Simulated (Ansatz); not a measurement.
## Active spaces for GeH2, singlet

Program: Ansatz, Gaussian basis, development build. Basis cc-pVTZ, nonrelativistic, 9 orbitals frozen in the corrections. State-specific CASSCF; RHF is the lowest restricted (open-shell) Hartree–Fock solution met. Solutions may break the symmetry of the shape. No proof that the lowest CASSCF solution was found.

Geometry. A bond is stretched, to 1.63 times the sum of the covalent radii.

```csv
atom,x (Å),y (Å),z (Å)
Ge,0.0000,-0.2917,-0.2856
H,0.0000,-0.2917,2.1804
H,0.0000,2.1744,-0.3368
```

(1) What do CASSCF and its corrections give against RHF in CAS(4,5), and what are the occupations?

(2) Roughly how much CPU time does a whole run from the default start take (median of such runs, summed over threads; nearly all runs on one pinned thread of a shared server, mostly Xeon at 2.3 to 2.6 GHz, by a development driver)?

Results:

(1) CASSCF -2.222 eV, SC-NEVPT2 -5.770 eV; occupations 1.83, 1.82, 0.18, 0.17, 0.00.

(2) CAS(4,5): about 3.9 s. Other jobs ran beside these, and the count of passes differs.
